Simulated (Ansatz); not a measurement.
`[CH3][GeH2][F]` + HI → `[F][GeH2][I]` + CH₄ at 700 K and 1 bar (ligand exchange at a Ge–C bond).

Computed with Ansatz on PBE0-D4/def2-TZVP structures; ΔE is electronic, products minus reactants. CCSD(T)/CBS adds triple-zeta CCSD(T) − MP2 to the extrapolated MP2 energy (def2 sets, frozen cores). This one scheme is used for every species. def2 core potentials past Kr. For Ge, I outer-core shells are correlated without core-valence functions, which leaves a few kJ/mol of doubt a bond. Scalar relativity is left out up to krypton.

| species | CCSD(T)/CBS energy (Eh) | H − E (kJ/mol) | S (J/(mol·K)) |
| --- | --- | --- | --- |
| `[CH3][GeH2][F]` | -2217.00316 | 200.8 | 388.3 |
| HI | -298.03592 | 34.6 | 231.7 |
| `[F][GeH2][I]` | -2474.61172 | 95.9 | 381.7 |
| CH₄ | -40.46206 | 145.9 | 224.0 |

H − E and S are ideal-gas, rigid-rotor, harmonic terms from PBE0-D4/def2-TZVP. 1 Eh = 2625.50 kJ/mol, R = 8.31446 J/(mol·K).

Q: By hand: ΔE, ΔH, ΔS and ΔG.

A: ΔE = (-2474.61172) + (-40.46206) − (-2217.00316) − (-298.03592) = -0.03470 Eh = -91.1 kJ/mol. Δ(H − E) = 95.9 + 145.9 − 200.8 − 34.6 = 6.4, so ΔH = -84.7 kJ/mol. ΔS = 381.7 + 224.0 − 388.3 − 231.7 = -14.3 J/(mol·K). ΔG = -84.7 − 700 × (-14.3)/1000 = -74.7 kJ/mol.

Q: By hand: the equilibrium constant, and the temperature at which ΔG would vanish if ΔH and ΔS stayed fixed.

A: log₁₀ K = −ΔG/(RT ln 10) = 5.6. ΔG = 0 at ΔH/ΔS = 5923 K, far beyond where these terms or the molecules hold.

The number of gas molecules stays the same, so ΔS is small and ΔH decides. A doubt of 5 kJ/mol in ΔE shifts log₁₀ K by 0.4 here. These are equilibria of isolated gas molecules and say nothing of rates. Largest T1 diagnostic: 0.011 (customary marks: 0.02 for closed shells, 0.045 for open ones).
